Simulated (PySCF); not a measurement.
Isomers of C8H7Cl, mass 138.024 u with the commonest isotopes. Level of theory: PySCF, PBE0-D3(BJ)/def2-SVP geometry optimisation, gas phase. One conformer each, none proved a minimum here; rigid rotors.

Question: Order these by rotational constant A, smallest first.
A. `[CH2:1]=[CH:2][c:3]1[cH:4][cH:5][c:6]([Cl:7])[cH:8][cH:9]1` with C1–C2–C3–C4 180° (4-chlorostyrene)
B. `c1c(c2CCc2cc1)Cl`
C. `[Cl:1][C:2]1=[CH:3]/[CH:4]=[CH:5]\[CH:6]=[CH:7]/[CH:8]=[CH:9]\1` with C2–C3–C4–C5 -55°, C4–C5–C6–C7 55°, C6–C7–C8–C9 -55°, Cl1–C2–C9–C8 -127°
D. `[CH2:1]=[CH:2][c:3]1[cH:4][cH:5][cH:6][c:7]([Cl:8])[cH:9]1` with C1–C2–C3–C4 180°

Answer: B (2181 MHz), D (2318 MHz), C (2496 MHz), A (5018 MHz).

Question: Order these by rotational constant B, smallest first.
A. `[Cl:1][C:2]1=[CH:3]/[CH:4]=[CH:5]\[CH:6]=[CH:7]/[CH:8]=[CH:9]\1` with C2–C3–C4–C5 -55°, C4–C5–C6–C7 55°, C6–C7–C8–C9 -55°, Cl1–C2–C9–C8 -127°
B. `[CH2:1]=[CH:2][c:3]1[cH:4][cH:5][cH:6][c:7]([Cl:8])[cH:9]1` with C1–C2–C3–C4 180° (3-chlorostyrene)
C. `ClC1=C2CCC2=CC=C1`
D. `[CH2:1]=[CH:2][c:3]1[cH:4][cH:5][c:6]([Cl:7])[cH:8][cH:9]1` with C1–C2–C3–C4 180°

Answer: D (690.3 MHz), B (959.6 MHz), A (1043 MHz), C (1286 MHz).

Question: Order these by out-of-plane moment Σ m c² = (Ia + Ib − Ic)/2, largest first.
A. `Clc1cccc2c1CC2`
B. `[CH2:1]=[CH:2][c:3]1[cH:4][cH:5][c:6]([Cl:7])[cH:8][cH:9]1` with C1–C2–C3–C4 180°
C. `[Cl:1][C:2]1=[CH:3]/[CH:4]=[CH:5]\[CH:6]=[CH:7]/[CH:8]=[CH:9]\1` with C2–C3–C4–C5 -55°, C4–C5–C6–C7 55°, C6–C7–C8–C9 -55°, Cl1–C2–C9–C8 -127°

Answer: C (36.74 u·Å²), A (3.22 u·Å²), B (0.00 u·Å²).

```csv
SMILES,point group,Ia (u·Å²),Ib (u·Å²),Ic (u·Å²),κ,μa (D),μb (D),μc (D)
Clc1cccc2c1CC2,Cs,231.71,392.93,618.20,-0.31,1.68,0.02,0.00
C=Cc1ccc(Cl)cc1,Cs,100.71,732.14,832.85,-0.96,1.44,0.12,0.00
ClC1=C/C=C\C=C/C=C\1,C1,202.46,484.60,613.58,-0.74,1.68,0.01,0.34
C=Cc1cccc(Cl)c1,Cs,218.00,526.63,744.63,-0.66,1.30,0.86,0.00
```
